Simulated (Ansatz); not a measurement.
Relaxation of Cd₃S₄ with RKS PBE-D4/def2-SVP.

```sh
$ ansatz run in.yaml --threads 4 --pin off --events-out ev --progress --plain --max-ram 4787MiB
```

```yaml
crystal:
  periodic: [false, false, false]
  atoms:
    - {symbol: Cd, position_ang: [-3.268560, -0.269030, -1.564920]}
    - {symbol: Cd, position_ang: [1.458910, -0.032350, 2.047580]}
    - {symbol: Cd, position_ang: [-1.359340, 1.244400, -0.030850]}
    - {symbol: S, position_ang: [2.202540, -1.523940, 0.266110]}
    - {symbol: S, position_ang: [-0.300140, -0.402150, -1.565740]}
    - {symbol: S, position_ang: [1.705900, -0.410380, -1.348960]}
    - {symbol: S, position_ang: [-0.439300, 1.393450, 2.196790]}
basis:
  gaussian: {orbitals: def2-SVP}
hamiltonian: {xc: pbe, dispersion: d4}
scf: {lower_state_search: "off"}
output: {orbitals: {seedname: orbitals}}
relax: {f_tol: 0.02, max_steps: 100}
```

It took 49 s on 4 threads of Arm Neoverse V2 on a shared host.

Positions (Å) and forces (eV/Å) at steps 1, 2, 3, 4, 5, 6, 7, 10, 13, 14, 15, 16, 17, 18, 19, 22, 25, 26 of 26:

```xyz
7
step=1 energy=-57005.8584 eV
Cd   -3.269   -0.269   -1.565   -0.206   -0.063   -0.098
Cd    1.459   -0.032    2.048   -0.398    0.149   -0.519
Cd   -1.359    1.244   -0.031    0.385   -0.123    0.428
S     2.203   -1.524    0.266    0.730   -0.934    0.754
S    -0.300   -0.402   -1.566   -1.060   -0.131   -0.800
S     1.706   -0.410   -1.349    0.729    0.572   -0.377
S    -0.439    1.393    2.197   -0.180    0.530    0.612
7
step=2 energy=-57006.2743 eV
Cd   -3.285   -0.256   -1.561   -0.168   -0.014   -0.056
Cd    1.338    0.009    1.898   -0.291   -0.117   -0.433
Cd   -1.273    1.162    0.058    0.328   -0.309    0.194
S     2.302   -1.606    0.278   -0.112    0.072    0.576
S    -0.319   -0.413   -1.688   -0.326    0.110    0.097
S     1.727   -0.412   -1.324    0.405    0.240   -0.334
S    -0.490    1.517    2.339    0.164    0.018   -0.044
7
step=3 energy=-57006.3685 eV
Cd   -3.278   -0.247   -1.544   -0.116   -0.002   -0.025
Cd    1.186    0.013    1.774    0.062   -0.144   -0.015
Cd   -1.178    1.048    0.144    0.004   -0.086   -0.016
S     2.281   -1.608    0.283   -0.175    0.259    0.315
S    -0.297   -0.427   -1.706   -0.098    0.183    0.185
S     1.782   -0.397   -1.368    0.125    0.021   -0.111
S    -0.497    1.618    2.416    0.198   -0.231   -0.334
7
step=4 energy=-57006.3971 eV
Cd   -3.411   -0.268   -1.661   -0.102    0.013    0.003
Cd    1.258   -0.012    1.816   -0.103    0.143    0.104
Cd   -1.178    1.013    0.156    0.033    0.036    0.052
S     2.286   -1.573    0.333    0.109   -0.224   -0.102
S    -0.321   -0.383   -1.675    0.116   -0.160   -0.154
S     1.770   -0.375   -1.329   -0.026    0.116   -0.019
S    -0.403    1.599    2.359   -0.029    0.076    0.115
7
step=5 energy=-57006.3950 eV rejected
Cd   -3.576   -0.275   -1.719    0.180    0.062    0.097
Cd    1.270   -0.006    1.878    0.093   -0.105   -0.082
Cd   -1.066    0.986    0.157   -0.095   -0.125   -0.172
S     2.283   -1.573    0.330   -0.009    0.141   -0.056
S    -0.300   -0.433   -1.715   -0.032    0.125    0.084
S     1.781   -0.319   -1.318   -0.085   -0.127    0.165
S    -0.392    1.621    2.388   -0.052    0.028   -0.036
7
step=6 energy=-57006.4236 eV
Cd   -3.470   -0.250   -1.647   -0.110    0.005   -0.005
Cd    1.250   -0.006    1.836    0.006   -0.021   -0.009
Cd   -1.129    0.992    0.142    0.035   -0.003    0.030
S     2.293   -1.580    0.326   -0.022    0.051    0.009
S    -0.301   -0.419   -1.706    0.102    0.002    0.004
S     1.780   -0.346   -1.321   -0.020   -0.008    0.028
S    -0.423    1.609    2.371    0.009   -0.026   -0.056
7
step=7 energy=-57006.4216 eV rejected
Cd   -3.562   -0.215   -1.628    0.152    0.057    0.084
Cd    1.254   -0.010    1.851    0.010   -0.028   -0.018
Cd   -1.106    0.961    0.120   -0.087   -0.075   -0.089
S     2.310   -1.573    0.335   -0.003    0.059    0.024
S    -0.266   -0.441   -1.726   -0.012    0.037    0.009
S     1.805   -0.324   -1.302   -0.067   -0.029    0.023
S    -0.435    1.602    2.350    0.008   -0.020   -0.033
7
step=10 energy=-57006.4362 eV
Cd   -3.551   -0.149   -1.535   -0.021    0.013    0.011
Cd    1.233   -0.013    1.839   -0.002    0.000    0.003
Cd   -1.135    0.922    0.084    0.004   -0.002    0.001
S     2.331   -1.561    0.347    0.009   -0.015    0.038
S    -0.231   -0.457   -1.751    0.022   -0.013   -0.008
S     1.825   -0.325   -1.295   -0.009    0.029   -0.033
S    -0.474    1.583    2.311   -0.002   -0.012   -0.013
7
step=13 energy=-57006.4448 eV
Cd   -3.734    0.104   -1.302   -0.068   -0.003   -0.027
Cd    1.207   -0.006    1.842   -0.051    0.037    0.015
Cd   -1.122    0.766   -0.047    0.047    0.020    0.054
S     2.438   -1.501    0.405   -0.001    0.003   -0.016
S    -0.091   -0.575   -1.838    0.033   -0.014    0.020
S     1.914   -0.288   -1.261   -0.007    0.007   -0.001
S    -0.611    1.500    2.202    0.047   -0.048   -0.045
7
step=14 energy=-57006.4480 eV
Cd   -3.844    0.233   -1.205   -0.026    0.010   -0.008
Cd    1.200   -0.001    1.842   -0.089    0.052    0.014
Cd   -1.104    0.693   -0.112   -0.003    0.004    0.072
S     2.497   -1.468    0.434   -0.025    0.078   -0.077
S    -0.027   -0.648   -1.868    0.109    0.022    0.039
S     1.953   -0.262   -1.242   -0.057   -0.083    0.045
S    -0.675    1.453    2.151    0.091   -0.083   -0.085
7
step=15 energy=-57006.4393 eV rejected
Cd   -3.980    0.378   -1.182    0.045    0.009    0.014
Cd    1.200    0.013    1.790    0.035    0.007    0.077
Cd   -1.199    0.589   -0.113    0.157   -0.024   -0.079
S     2.581   -1.421    0.464    0.093   -0.127   -0.014
S     0.056   -0.695   -1.843   -0.064   -0.030    0.032
S     2.018   -0.273   -1.233   -0.123    0.108   -0.043
S    -0.676    1.410    2.115   -0.143    0.057    0.013
7
step=16 energy=-57006.4522 eV
Cd   -3.903    0.305   -1.177    0.006    0.013    0.002
Cd    1.196    0.005    1.830   -0.005   -0.001    0.016
Cd   -1.123    0.644   -0.125    0.008   -0.017   -0.003
S     2.534   -1.445    0.448   -0.009    0.045   -0.060
S     0.009   -0.680   -1.867    0.076    0.014    0.034
S     1.977   -0.257   -1.235   -0.075   -0.049    0.028
S    -0.688    1.428    2.126   -0.001   -0.005   -0.017
7
step=17 energy=-57006.4542 eV
Cd   -3.954    0.381   -1.142    0.036    0.014    0.011
Cd    1.195    0.008    1.827   -0.009    0.008    0.020
Cd   -1.128    0.593   -0.147   -0.010   -0.005    0.007
S     2.570   -1.419    0.460   -0.008    0.033   -0.059
S     0.039   -0.719   -1.872    0.071    0.005    0.028
S     1.991   -0.247   -1.226   -0.069   -0.043    0.016
S    -0.712    1.403    2.100   -0.011   -0.011   -0.024
7
step=18 energy=-57006.4558 eV
Cd   -4.007    0.505   -1.099    0.078    0.007    0.021
Cd    1.189    0.018    1.829    0.076   -0.047   -0.015
Cd   -1.132    0.507   -0.165   -0.051   -0.039   -0.106
S     2.622   -1.368    0.466   -0.027    0.054    0.001
S     0.079   -0.796   -1.871    0.015    0.034    0.038
S     2.002   -0.228   -1.224   -0.049   -0.043    0.007
S    -0.754    1.362    2.065   -0.042    0.034    0.054
7
step=19 energy=-57006.4572 eV
Cd   -4.002    0.530   -1.108    0.070    0.006    0.020
Cd    1.201    0.024    1.840    0.001    0.011   -0.010
Cd   -1.133    0.490   -0.166   -0.049   -0.007   -0.026
S     2.634   -1.344    0.469   -0.001   -0.023   -0.021
S     0.070   -0.811   -1.873   -0.003   -0.012    0.035
S     1.989   -0.236   -1.231    0.008    0.021   -0.005
S    -0.761    1.346    2.070   -0.027    0.003    0.006
7
step=22 energy=-57006.4615 eV
Cd   -3.973    0.750   -1.106    0.002   -0.001   -0.005
Cd    1.218    0.073    1.823   -0.034    0.013   -0.022
Cd   -1.178    0.336   -0.158    0.020    0.008    0.021
S     2.724   -1.229    0.459   -0.018    0.025   -0.012
S     0.081   -0.960   -1.825    0.024    0.002   -0.002
S     1.969   -0.219   -1.258   -0.031   -0.021    0.029
S    -0.841    1.248    2.064    0.038   -0.027   -0.010
7
step=25 energy=-57006.4622 eV
Cd   -3.953    0.766   -1.145    0.001    0.000   -0.003
Cd    1.225    0.077    1.818    0.008   -0.002    0.003
Cd   -1.185    0.322   -0.135    0.000    0.000    0.000
S     2.734   -1.209    0.448    0.005   -0.005    0.000
S     0.065   -0.978   -1.808    0.000   -0.002   -0.003
S     1.947   -0.214   -1.261   -0.004    0.002   -0.003
S    -0.833    1.235    2.083   -0.009    0.006    0.006
7
step=26 energy=-57006.4623 eV
Cd   -3.938    0.788   -1.173    0.001   -0.001   -0.001
Cd    1.234    0.083    1.818    0.008   -0.002    0.000
Cd   -1.193    0.304   -0.119    0.003    0.000    0.001
S     2.745   -1.190    0.440    0.001   -0.007   -0.002
S     0.053   -0.995   -1.795    0.001   -0.002    0.001
S     1.933   -0.211   -1.267   -0.001    0.005   -0.004
S    -0.833    1.222    2.096   -0.012    0.007    0.004
```

In the def2 sets Cd takes a core potential; there is no spin–orbit coupling. Another isomer (singlet) lies 1.09 eV lower at PBE0-D4/def2-TZVP; other spin states weren't run for this one.
